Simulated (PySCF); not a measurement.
# Telling isomers of C$_{7}$H$_{7}$FNP apart by NMR

- PBE0/pcSseg-1 with gauge-including orbitals
- structure optimised with GFN2-xTB
- program: PySCF 2.14
- non-relativistic Hamiltonian, one computed conformer, no solvent model, equivalent nuclei averaged

Chemical shifts δ = σref − σ; 1H (σ = 31.72 ppm), 13C (σ = 186.93 ppm) against TMS, all at this level. Splittings of carbon signals by F and P are missing where no couplings were computed. Where no couplings were computed, multiplicities follow the n + 1 count of equivalent neighbours, and m marks all less simple cases (inequivalent or close neighbours, rings, F or P nearby). Shifts are as computed. Against solution values, carbons near 30 ppm lie about +3 ppm off and those near 130 ppm about +5 ppm. Of 1211 compounds with measured shifts, 218 miss one by over three times the rms of a fit or turn the order of signals round; such compounds aren't used in these exercises.

(1) Tabulate the signals of `C/C(F)=P\c1cccnc1`, `Fc1cpcc(C2CC2)n1`, `C/C(F)=P\c1ccncc1` and their relative energies.

(2) What is the quickest way to tell Fc1cpcc(C2CC2)n1 from C/C(F)=P\c1ccncc1?

(3) What is the quickest way to tell C/C(F)=P\c1cccnc1 from Fc1cpcc(C2CC2)n1?

(4) What is the quickest way to tell C/C(F)=P\c1cccnc1 from C/C(F)=P\c1ccncc1?

## Answers

(1) 
| SMILES | carbon types | δC | δH | E rel. (kcal/mol) |
| --- | --- | --- | --- | --- |
| C/C(F)=P\c1cccnc1 | 2×C 4×CH 1×CH3 | 242.3, 160.2, 155.5, 147.1, 142.5, 128.0, 25.6 | 8.97 (d, 1H), 8.95 (m, 1H), 8.09 (m, 1H), 7.46 (m, 1H), 2.39 (m, 3H) | 5.9 |
| Fc1cpcc(C2CC2)n1 | 2×C 3×CH 2×CH2 | 175.7, 174.1, 149.3, 135.3, 23.4, 16.7 | 8.65 (m, 1H), 8.15 (m, 1H), 1.89 (m, 1H), 1.36 (m, 2H), 1.11 (m, 2H) | 0.0 |
| C/C(F)=P\c1ccncc1 | 2×C 4×CH 1×CH3 | 242.2, 156.5, 155.6, 133.8, 26.7 | 8.99 (m, 2H), 7.50 (m, 2H), 2.42 (m, 3H) | 6.4 |

Energies are electronic energies at PBE0/pcSseg-1 on these geometries, without zero-point or thermal terms, each for the one conformer computed, which needn't be the lowest.

(2) Count the carbon signals: 6 against 5. The first has a three-membered-ring carbon (CH) at 23.4 ppm, the second a carbon double-bonded to a heavier main-group atom (C) at 242.2 ppm. Their most deshielded carbons lie at 175.7 and 242.2 ppm.

(3) Count the carbon signals: 7 against 6. The first has a carbon double-bonded to a heavier main-group atom (C) at 242.3 ppm, the second a three-membered-ring carbon (CH) at 23.4 ppm. Their most deshielded carbons lie at 242.3 and 175.7 ppm.

(4) Count the carbon signals: 7 against 5. The first has a substituted aromatic carbon (C) at 142.5 ppm, the second a substituted aromatic carbon (C) at 156.5 ppm. Their most deshielded carbons lie at 242.3 and 242.2 ppm.
